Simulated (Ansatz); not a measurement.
`[SH][AlH][Br]`. Total charge 0; spin multiplicity 1. All single points use the PBE0-D4/def2-TZVP geometry. It is one conformer, not always the lowest.

```xyz
5

S    -0.526    1.621    0.149
Al    0.233   -0.301   -0.516
Br    0.331   -1.998    0.963
H    -0.743    1.183    1.402
H     0.705   -0.504   -1.998
```

What is the dipole moment at B3LYP/def2-TZVPP? (Estimate.)

Computed: 0.26 D, with components (-0.04, 0.23, -0.12) D in this frame, pointing from negative to positive charge.

And with PBE, r2SCAN, ωB97M-V? (An estimate is asked.)

The calculation gave: PBE 0.25 D, r2SCAN 0.23 D, ωB97M-V 0.28 D.

Give the Mulliken charges with B3LYP, r2SCAN, PBE in def2-TZVPP. (Estimate.)

Computed: 
| atom | B3LYP | r2SCAN | PBE |
| --- | --- | --- | --- |
| S1 | -0.25 | -0.26 | -0.24 |
| Al2 | 0.48 | 0.52 | 0.42 |
| Br3 | -0.23 | -0.24 | -0.21 |
| H4 | 0.12 | 0.12 | 0.13 |
| H5 | -0.12 | -0.14 | -0.10 |

B3LYP here is the variant with VWN-RPA as its local correlation; programs differ in this.
